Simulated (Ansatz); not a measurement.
Reaction (cleavage of the Ge–Si bond): `[F][Ge]([SiH3])([SH])[Cl]` + H–F → `[F][Ge]([F])([SH])[Cl]` + SiH₄

Program: Ansatz. Geometries: PBE0-D4/def2-TZVP. ΔE: electronic, gas phase. CCSD(T)/CBS adds triple-zeta CCSD(T) − MP2 to the extrapolated MP2 energy (def2 sets, frozen cores). This one scheme is used for every species. DFT in def2-TZVPP. For Ge outer-core shells are correlated without core-valence functions, which leaves a few kJ/mol of doubt a bond. Scalar relativity is left out up to krypton. One conformer a species, not always the lowest.

`[F][Ge]([SiH3])([SH])[Cl]`:

Z-matrix (Å, degrees):
```
Ge
Si 1 2.385
S 1 2.205 2 117.8
F 1 1.740 2 107.7 3 122.6
Cl 1 2.143 2 111.9 3 -121.8
H 2 1.482 1 107.5 3 63.9
H 2 1.484 1 107.6 3 -55.3
H 2 1.482 1 108.5 3 -175.6
H 3 1.345 1 92.6 2 54.2
```

H–F:

Cartesian coordinates in Å:
```
F -0.168 -0.201 0.378
H 0.168 0.201 -0.378
```

`[F][Ge]([F])([SH])[Cl]`:

```xyz
6

F     0.616   -1.910    0.510
Ge    0.245   -0.255    0.286
F     1.743    0.567    0.415
S    -0.662   -0.048   -1.679
Cl   -0.937    0.416    1.903
H    -1.004    1.229   -1.434
```

SiH₄:

Z-matrix (Å, degrees):
```
Si
H 1 1.485
H 1 1.485 2 109.5
H 1 1.485 2 109.5 3 -120.0
H 1 1.485 2 109.5 3 120.0
```

CCSD(T)/CBS gives -31.4 kJ/mol.

Task: Another level gave -42.9 kJ/mol. Which?
A. r2SCAN/def2-TZVPP
B. PBE/def2-TZVPP
C. SCS-MP2/def2-TZVPP
D. PBE-D4/def2-TZVPP

Result: A. r2SCAN -42.9, SCS-MP2/def2-TZVPP -49.2, PBE -28.9, PBE-D4 -23.5 kJ/mol.

Largest T1 diagnostic among the species: 0.012.

The D4 term adds +8.8 kJ/mol with B3LYP and +5.1 kJ/mol with PBE0; it sums over pairs of atoms, weighted by their polarisabilities, and B3LYP, whose exchange is more repulsive, gets the larger term. In def2-TZVPP, CCSD(T) changes the Hartree–Fock value by +25.8 kJ/mol (the triples alone add +2.5 kJ/mol) and MP2 by +27.0 kJ/mol.

B3LYP here is the variant with VWN-RPA as its local correlation; programs differ in this.
